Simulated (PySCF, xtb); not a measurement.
C₃H₈GeSi, SMILES C([CH2][GeH2][SiH3])#C. The values are those of a single conformer.

Harmonic wavenumbers (cm⁻¹) from GFN2-xTB in xtb at its own minimum, in rising order: 20, 44, 86, 132, 283, 302, 347, 371, 462, 474, 538, 591, 621, 642, 676, 752, 786, 787, 799, 878, 1003, 1101, 1161, 1417, 1849, 1925, 2247, 2261, 2272, 2282, 2923, 2941, 3395.

What does PySCF with PBE-D3(BJ)/def2-SVP give at its own minimum? (An estimate is asked for; the answer gives what the named calculation found.)

36, 86, 94, 146, 325, 339, 346, 399, 472, 485, 588, 613, 631, 650, 671, 765, 824, 845, 903, 905, 970, 1098, 1108, 1365, 2052, 2074, 2152, 2156, 2166, 2181, 2982, 3038, 3410. Paired by order, the mean absolute difference is 49 cm⁻¹ and the zero-point energies are 52.0 and 52.7 kcal/mol.
